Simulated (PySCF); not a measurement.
Al(OH) (AlHO), SMILES [OH][Al] (connectivity only; charge and spin as stated), neutral, multiplicity 1.

Geometry optimised at B3LYP-D3(BJ)/def2-TZVPD.

Two levels are set side by side: PBE/def2-TZVPD (PySCF) and M06-2X/def2-TZVPD (PySCF). Same geometry, gas phase. Differences are taken from unrounded values.

| quantity | M06-2X | PBE | PBE minus M06-2X |
|---|---|---|---|
| orbital gap (eV) | 7.41 | 4.21 | -3.20 |
| highest occupied level (eV) | -7.52 | -5.75 | 1.77 |
| lowest empty level (eV) | -0.11 | -1.55 | -1.44 |
| dipole moment (D) | 0.79 | 0.88 | 0.09 |
| mean polarisability (bohr³) | 44.3 | 47.2 | 2.9 |

PBE's occupied levels lie high since its potential decays too fast outside the molecule; exact exchange lowers them and widens the gap. Loosely held outer electrons make PBE densities more polarisable. Differences between two approximate levels are no errors against the true value.

Rough cost on one machine, each run with all the roots and properties that it gave: M06-2X against PBE about 3 times.
